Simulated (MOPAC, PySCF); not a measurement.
CH₅BSi, SMILES `C=[SiH]B`, neutral singlet in the gas phase. 

Cartesian coordinates (Å):
SMILES: B[SiH]=C
```xyz
8

B      1.6529    -0.1255    -0.4004
Si    -0.1455     0.6593    -0.3585
C     -1.5275    -0.3752    -0.4358
H      1.7375    -1.3143    -0.4775
H      2.6526     0.5238    -0.3529
H     -0.4042     2.1178    -0.2633
H     -2.5574    -0.0337    -0.4202
H     -1.4084    -1.4521    -0.5062
```
Charge 0, spin multiplicity 1.

All levels are single points at this geometry (r2SCAN-D4/def2-TZVP); Pople sets use spherical d functions. Orbital energies aren't observables, and empty levels follow the basis.

```json
[
 {"level": "PBE-D3(BJ)/def2-TZVP in PySCF", "HOMO (eV)": "-6.05", "LUMO (eV)": "-3.83", "gap (eV)": "2.21", "dipole (D)": "0.42", "vertical IE, Delta-SCF (eV)": "8.97"},
 {"level": "r2SCAN-D4/def2-TZVP in PySCF", "HOMO (eV)": "-6.18", "LUMO (eV)": "-3.65", "gap (eV)": "2.53", "dipole (D)": "0.28", "vertical IE, Delta-SCF (eV)": "8.82"},
 {"level": "B3LYP/6-311+G** in PySCF", "HOMO (eV)": "-6.67", "LUMO (eV)": "-3.14", "gap (eV)": "3.53", "dipole (D)": "0.17", "vertical IE, Delta-SCF (eV)": "–"},
 {"level": "B3LYP/6-31G* in PySCF", "HOMO (eV)": "-6.44", "LUMO (eV)": "-2.78", "gap (eV)": "3.67", "dipole (D)": "0.33", "vertical IE, Delta-SCF (eV)": "8.71"},
 {"level": "BP86/6-31G* in PySCF", "HOMO (eV)": "-5.94", "LUMO (eV)": "-3.60", "gap (eV)": "2.35", "dipole (D)": "0.56", "vertical IE, Delta-SCF (eV)": "–"},
 {"level": "M06-2X/6-31G* in PySCF", "HOMO (eV)": "-7.58", "LUMO (eV)": "-1.79", "gap (eV)": "5.79", "dipole (D)": "0.11", "vertical IE, Delta-SCF (eV)": "–"},
 {"level": "PBE/6-31G* in PySCF", "HOMO (eV)": "-5.86", "LUMO (eV)": "-3.52", "gap (eV)": "2.34", "dipole (D)": "0.57", "vertical IE, Delta-SCF (eV)": "8.87"},
 {"level": "SVWN5/6-31G* in PySCF", "HOMO (eV)": "-6.00", "LUMO (eV)": "-3.72", "gap (eV)": "2.28", "dipole (D)": "0.61", "vertical IE, Delta-SCF (eV)": "9.14"},
 {"level": "HF/6-31G* in PySCF", "HOMO (eV)": "-8.32", "LUMO (eV)": "0.81", "gap (eV)": "9.13", "dipole (D)": "0.36", "vertical IE, Delta-SCF (eV)": "7.10"},
 {"level": "HF/STO-3G in PySCF", "HOMO (eV)": "-5.58", "LUMO (eV)": "5.07", "gap (eV)": "10.65", "dipole (D)": "0.69", "vertical IE, Delta-SCF (eV)": "–"},
 {"level": "AM1 in MOPAC", "HOMO (eV)": "-9.25", "LUMO (eV)": "-0.78", "gap (eV)": "8.48", "dipole (D)": "0.58", "vertical IE, Delta-SCF (eV)": "–"},
 {"level": "PM3 in MOPAC", "HOMO (eV)": "-8.97", "LUMO (eV)": "-1.24", "gap (eV)": "7.73", "dipole (D)": "1.26", "vertical IE, Delta-SCF (eV)": "–"},
 {"level": "PM7 in MOPAC", "HOMO (eV)": "-9.30", "LUMO (eV)": "-1.36", "gap (eV)": "7.95", "dipole (D)": "0.59", "vertical IE, Delta-SCF (eV)": "–"}
]
```
